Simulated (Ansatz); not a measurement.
Consider the formal exchange of groups at a C–Si bond: `C#C[Si](Cl)(Cl)Cl` + `FCCCl` → `C#CC(F)CCl` + `Cl[SiH](Cl)Cl`.

Program: Ansatz. Geometries: PBE0-D4/def2-TZVP. ΔE: electronic, gas phase. CCSD(T)/CBS is the MP2 limit (def2-TZVPP, def2-QZVPP) plus CCSD(T) − MP2 in def2-TZVPP, frozen cores. This one scheme is used for every species. DFT in def2-TZVPP. B3LYP here is the variant with VWN-RPA as its local correlation; programs differ in this. One conformer a species, not always the lowest.

`C#C[Si](Cl)(Cl)Cl`:

Cartesian coordinates in Å:
```
C 0.191 -1.510 1.341
C 0.078 -0.614 0.545
Si -0.092 0.726 -0.645
Cl 1.646 1.762 -0.758
Cl -1.577 1.974 -0.060
Cl -0.537 -0.034 -2.470
H 0.292 -2.304 2.047
```

`FCCCl`:

```xyz
8

F     1.347   -0.984    0.724
C     0.214   -0.195    0.718
C    -0.130    0.137   -0.713
Cl   -1.588    1.150   -0.739
H     0.420    0.713    1.290
H    -0.598   -0.748    1.197
H    -0.339   -0.766   -1.285
H     0.674    0.693   -1.192
```

`C#CC(F)CCl`:

Cartesian coordinates in Å:
```
C 0.544 0.381 -2.199
C -0.028 0.210 -1.160
C -0.709 0.005 0.107
F -1.588 -1.063 0.005
C 0.238 -0.319 1.251
Cl 1.254 1.079 1.635
H 1.050 0.533 -3.123
H -1.299 0.892 0.360
H -0.346 -0.566 2.136
H 0.886 -1.153 0.987
```

`Cl[SiH](Cl)Cl`:

Z-matrix (Å, degrees):
```
Si
Cl 1 2.030
Cl 1 2.030 2 109.5
Cl 1 2.030 2 109.5 3 -120.1
H 1 1.469 2 109.4 3 120.0
```

```
             level  ΔE (kcal/mol)  difference from CCSD(T)/CBS
            PBE-D4           13.8                         -1.5
         r2SCAN-D4           14.8                         -0.5
           PBE0-D4           14.1                         -1.2
           ωB97X-V           13.9                         -1.4
           ωB97M-V           14.4                         -0.9
            r2SCAN           14.7                         -0.6
             B3LYP           14.2                         -1.1
     HF/def2-TZVPP           15.1                         -0.2
    MP2/def2-TZVPP           15.8                          0.5
   CCSD/def2-TZVPP           14.9                         -0.4
CCSD(T)/def2-TZVPP           15.0                         -0.3
     HF/def2-QZVPP           15.0                         -0.3
    MP2/def2-QZVPP           16.0                          0.7
SCS-MP2/def2-QZVPP           15.8                          0.5
     MP2/CBS(def2)           16.1                          0.8
    CCSD/CBS(def2)           15.2                         -0.1
       CCSD(T)/CBS           15.3                            0
```

Largest T1 diagnostic among the species: 0.011.
